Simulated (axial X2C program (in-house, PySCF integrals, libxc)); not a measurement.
**IO at several levels of theory**

Computed with an in-house relativistic program for diatomic molecules. Spin-free means the one-electron spin-free X2C Hamiltonian; two-component (2c) means X2C with spin–orbit coupling and atomic mean-field two-electron Coulomb and Gaunt terms, so the difference of the two also holds small scalar two-electron terms. Basis: I dyall-cv3z [11s12p8d4f1g], O dyall-av3z [7s6p3d2f] (cores contracted in-house); Gaussian nuclei, density fitting, unrestricted open shells. Masses: I 126.904 u, O 15.995 u.

Input:
```json
{
 "zs": [
  53,
  8
 ],
 "q": 0,
 "bas": [
  "dyall-cv3z",
  "dyall-av3z"
 ],
 "levels": [
  "PBE0",
  "HF",
  "PBEsol"
 ],
 "cc": true,
 "r0": 1.96,
 "thr": -2.0,
 "nmax": 90,
 "npts": 10,
 "nst": 2,
 "ntry": 6
}
```
```bash
python so2c.py task.json out
```

Keys: zs atomic numbers; q charge; bas basis sets; levels methods; cc coupled cluster on or off; r0 starting distance in Å; thr threshold in hartree for freezing inner shells (an s shell follows its p shell); nmax most natural virtual spinors; npts points on the curve; nst determinants followed; ntry starts of the search. HF also brings MP2.

State, spin-free: M_S = 1/2, Λ = 1 (beyond evenly filled blocks: π+α, π+β, π-α); electrons by block: σα: 13, σβ: 13, π+α: 7, π+β: 7, π-α: 7, π-β: 6, δ+α: 2, δ+β: 2, δ-α: 2, δ-β: 2. Fragments: I + O.

State, 2c: Ω = 3/2 (⟨Sz⟩ = 0.50, ⟨Lz⟩ = 1.00 at PBEsol); electrons by block: 1/2: 20, -1/2: 20, 3/2: 9, -3/2: 8, 5/2: 2, -5/2: 2. Fragments: I + O.

```
Hamiltonian    level  Re (Å)  ωe (cm⁻¹)  ωexe (cm⁻¹)  Be (cm⁻¹)  De (eV)  μ (D)
  spin-free     PBE0   1.860      713.7         3.83     0.3432     2.48  -2.45
  spin-free     CCSD   1.877      656.3          n/a     0.3368     2.09    n/a
  spin-free  CCSD(T)   1.878      654.3          n/a     0.3365     2.30    n/a
  spin-free   PBEsol   1.868      714.0         3.33     0.3401     3.53  -2.57
         2c   PBEsol   1.868      714.1         3.43     0.3401     3.42  -2.75
```

Correlated methods: 13 electrons correlated (number of frozen shells: I 4 s, 3 p, 2 d; O 1 s), 245 virtual spin orbitals or spinors in MP2, 90 natural virtuals in coupled cluster.

Dipoles are positive if O is the positive end.

The state is one determinant whose occupation by symmetry is held fixed; it was picked as the lowest of a PBE0 search that is not exhaustive. Dissociation energies refer to the lowest single-determinant-based atoms at the same level and basis. Density functionals use the spin component along the axis (collinear). CCSD and (T) use frozen natural virtuals with an MP2 correction for the truncation; (T) itself is uncorrected, so its De runs slightly low. In 2c an atomic determinant is not the ground J level, so De misses part of the atomic spin–orbit lowering. This holds for PBEsol. Without a current term, density functionals place determinants with orbital angular momentum somewhat too high. The determinant is spin-polarised beyond a pure state at some levels (its spin-free form has ⟨S²⟩ too high), which makes Re and μ there less reliable. The T1 diagnostic is large, a sign of multireference character.

No reliable constants came from CCSD (2c), CCSD(T) (2c), HF (2c), HF (spin-free), MP2 (2c), MP2 (spin-free), PBE0 (2c): no minimum in range, unconverged points, a curve that is not smooth, a change of character along it, or the two Hamiltonians disagreeing along it.

Rough cost a point (2c) on 1 thread(s) of a shared host, integrals apart: PBEsol 0.3 s.
